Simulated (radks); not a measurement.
Question: Coulomb parameter of the 4d shell of the silver ion Ag3+ in the model configuration [Kr] 4d7 5p1, as a second difference U = [E(n + 0.5) + E(n - 0.5) - 2 E(n)] / (0.5)^2 with all orbitals relaxed. "Bare": the charge of the atom changes with n. "Screened": the 5p shell takes up the change at fixed total charge, which measures U(4d,4d) + U(5p,5p) - 2 U(4d,5p). Calculated with a radial shooting solver on a logarithmic mesh with Libxc functionals: scalar-relativistic Kohn-Sham, SCAN, spin-unpolarised, spherical densities, finite nucleus; meta-GGA in the generalised Kohn-Sham scheme; Fermi nuclear charge, rms radius 4.5454 fm. Estimate both.

Answer: U(bare) = 15.891 eV, U(screened by 5p) = 3.289 eV, against the Slater integral F0(4d,4d) = 20.349 eV with frozen orbitals.
